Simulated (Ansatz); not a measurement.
`C[O][Sb]([F])[F]` + SiH₄ → `[F][Sb]([F])[SiH3]` + CH₃OH  (formal exchange of groups at the Sb–O bond)

Isolated molecules relaxed with PBE0-D4/def2-TZVP in Ansatz; ΔE leaves out vibrations. CCSD(T)/CBS is the MP2 limit (def2-TZVPP, def2-QZVPP) plus CCSD(T) − MP2 in def2-TZVPP, frozen cores. This one scheme is used for every species. Functionals use def2-TZVPP. B3LYP here is the variant with VWN-RPA as its local correlation; programs differ in this. HSE06 is defined as in plane-wave codes. def2 core potentials past Kr. For Sb outer-core shells are correlated without core-valence functions, which leaves a few kJ/mol of doubt a bond. One conformer a species, not always the lowest.

```json
{"level": "LDA (SPW92)", "ΔE (kcal/mol)": "11.3", "difference from CCSD(T)/CBS": "-3.1"}
{"level": "PBE-D4", "ΔE (kcal/mol)": "10.5", "difference from CCSD(T)/CBS": "-3.9"}
{"level": "revPBE-D4", "ΔE (kcal/mol)": "11.3", "difference from CCSD(T)/CBS": "-3.1"}
{"level": "BLYP-D4", "ΔE (kcal/mol)": "14.0", "difference from CCSD(T)/CBS": "-0.4"}
{"level": "B97M-V", "ΔE (kcal/mol)": "15.0", "difference from CCSD(T)/CBS": "0.6"}
{"level": "PBE0-D4", "ΔE (kcal/mol)": "10.2", "difference from CCSD(T)/CBS": "-4.2"}
{"level": "B3LYP-D4", "ΔE (kcal/mol)": "13.4", "difference from CCSD(T)/CBS": "-1.0"}
{"level": "r2SCANh-D4", "ΔE (kcal/mol)": "13.0", "difference from CCSD(T)/CBS": "-1.4"}
{"level": "r2SCAN0-D4", "ΔE (kcal/mol)": "12.4", "difference from CCSD(T)/CBS": "-2.0"}
{"level": "HSE06-D4", "ΔE (kcal/mol)": "10.0", "difference from CCSD(T)/CBS": "-4.4"}
{"level": "BHLYP-D4", "ΔE (kcal/mol)": "13.4", "difference from CCSD(T)/CBS": "-1.0"}
{"level": "CAM-B3LYP-D4", "ΔE (kcal/mol)": "15.0", "difference from CCSD(T)/CBS": "0.6"}
{"level": "ωB97X-V", "ΔE (kcal/mol)": "14.5", "difference from CCSD(T)/CBS": "0.1"}
{"level": "ωB97M-V", "ΔE (kcal/mol)": "14.1", "difference from CCSD(T)/CBS": "-0.3"}
{"level": "B2PLYP", "ΔE (kcal/mol)": "14.8", "difference from CCSD(T)/CBS": "0.4"}
{"level": "PBE-QIDH", "ΔE (kcal/mol)": "12.6", "difference from CCSD(T)/CBS": "-1.8"}
{"level": "PBE", "ΔE (kcal/mol)": "10.3", "difference from CCSD(T)/CBS": "-4.1"}
{"level": "revPBE", "ΔE (kcal/mol)": "9.6", "difference from CCSD(T)/CBS": "-4.8"}
{"level": "BLYP", "ΔE (kcal/mol)": "13.3", "difference from CCSD(T)/CBS": "-1.1"}
{"level": "r2SCAN", "ΔE (kcal/mol)": "13.5", "difference from CCSD(T)/CBS": "-0.9"}
{"level": "B3LYP", "ΔE (kcal/mol)": "13.0", "difference from CCSD(T)/CBS": "-1.4"}
{"level": "r2SCANh", "ΔE (kcal/mol)": "13.0", "difference from CCSD(T)/CBS": "-1.4"}
{"level": "r2SCAN0", "ΔE (kcal/mol)": "12.3", "difference from CCSD(T)/CBS": "-2.1"}
{"level": "HSE06", "ΔE (kcal/mol)": "9.9", "difference from CCSD(T)/CBS": "-4.5"}
{"level": "BHLYP", "ΔE (kcal/mol)": "13.6", "difference from CCSD(T)/CBS": "-0.8"}
{"level": "CAM-B3LYP", "ΔE (kcal/mol)": "14.8", "difference from CCSD(T)/CBS": "0.4"}
{"level": "RPA@PBE/def2-TZVPP", "ΔE (kcal/mol)": "15.2", "difference from CCSD(T)/CBS": "0.8"}
{"level": "MP2/def2-SVP", "ΔE (kcal/mol)": "15.5", "difference from CCSD(T)/CBS": "1.1"}
{"level": "CCSD/def2-SVP", "ΔE (kcal/mol)": "12.8", "difference from CCSD(T)/CBS": "-1.6"}
{"level": "CCSD(T)/def2-SVP", "ΔE (kcal/mol)": "13.3", "difference from CCSD(T)/CBS": "-1.1"}
{"level": "HF/def2-TZVPP", "ΔE (kcal/mol)": "14.2", "difference from CCSD(T)/CBS": "-0.2"}
{"level": "MP2/def2-TZVPP", "ΔE (kcal/mol)": "16.4", "difference from CCSD(T)/CBS": "2.0"}
{"level": "SCS-MP2/def2-TZVPP", "ΔE (kcal/mol)": "16.7", "difference from CCSD(T)/CBS": "2.3"}
{"level": "CCSD/def2-TZVPP", "ΔE (kcal/mol)": "14.3", "difference from CCSD(T)/CBS": "-0.1"}
{"level": "CCSD(T)/def2-TZVPP", "ΔE (kcal/mol)": "14.7", "difference from CCSD(T)/CBS": "0.3"}
{"level": "HF/def2-QZVPP", "ΔE (kcal/mol)": "14.9", "difference from CCSD(T)/CBS": "0.5"}
{"level": "SCS-MP2/def2-QZVPP", "ΔE (kcal/mol)": "16.7", "difference from CCSD(T)/CBS": "2.3"}
{"level": "HF/CBS(def2)", "ΔE (kcal/mol)": "15.0", "difference from CCSD(T)/CBS": "0.6"}
{"level": "MP2/CBS(def2)", "ΔE (kcal/mol)": "16.1", "difference from CCSD(T)/CBS": "1.7"}
{"level": "CCSD/CBS(def2)", "ΔE (kcal/mol)": "14.0", "difference from CCSD(T)/CBS": "-0.4"}
{"level": "CCSD(T)/CBS", "ΔE (kcal/mol)": "14.4", "difference from CCSD(T)/CBS": "0"}
```

Largest T1 diagnostic among the species: 0.015.

From r2SCAN to r2SCAN0 (25 % exact exchange), in def2-TZVPP and without D4, ΔE moves by −1.2 kcal/mol. Leaving LDA and LC-ωPBE aside and taking each functional with its dispersion term where it has one, the values spread over 5.0 kcal/mol, from HSE06-D4 to CAM-B3LYP-D4. LDA lies +1.0 kcal/mol from PBE without D4. At CCSD(T), def2-SVP lies −1.1 kcal/mol from the extrapolated value and def2-TZVPP +0.3 kcal/mol.
